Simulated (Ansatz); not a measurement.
`[F][AlH][GeH3]` and `[CH3][Al]([F])[GeH3]` differ in one atom or group.

Ansatz, PBE0-D4/def2-TZVP geometries, multiplicity 1. 

Scalar relativity is left out up to krypton.

```
                                      property  `[F][AlH][GeH3]`
          HOMO–LUMO gap (PBE0/def2-TZVPP) / eV              6.12
         HOMO energy (ωB97M-V/def2-TZVPP) / eV             -9.87
           HOMO–LUMO gap (PBE/def2-TZVPP) / eV              4.27
size of the dipole moment (PBE/def2-TZVPP) / D              1.16
            HOMO energy (PBE0/def2-TZVPP) / eV             -7.86
       HOMO–LUMO gap (ωB97M-V/def2-TZVPP) / eV              9.79
```

Question: Give the same properties after the change, and the shifts. (Estimate.)

Answer: The calculation gave: 
```tsv
property	`[CH3][Al]([F])[GeH3]`	shift
HOMO–LUMO gap (PBE0/def2-TZVPP) / eV	6.22	0.10
HOMO energy (ωB97M-V/def2-TZVPP) / eV	-9.59	0.28
HOMO–LUMO gap (PBE/def2-TZVPP) / eV	4.37	0.10
size of the dipole moment (PBE/def2-TZVPP) / D	1.73	0.57
HOMO energy (PBE0/def2-TZVPP) / eV	-7.57	0.29
HOMO–LUMO gap (ωB97M-V/def2-TZVPP) / eV	9.89	0.10
```

With PBE0 the HOMO rises by 0.29 eV and the LUMO rises by 0.39 eV, so the gap widens by about 0.10 eV. PBE moves the HOMO by 0.29 eV and ωB97M-V by 0.28 eV. Dipoles are sizes alone; their direction can turn.
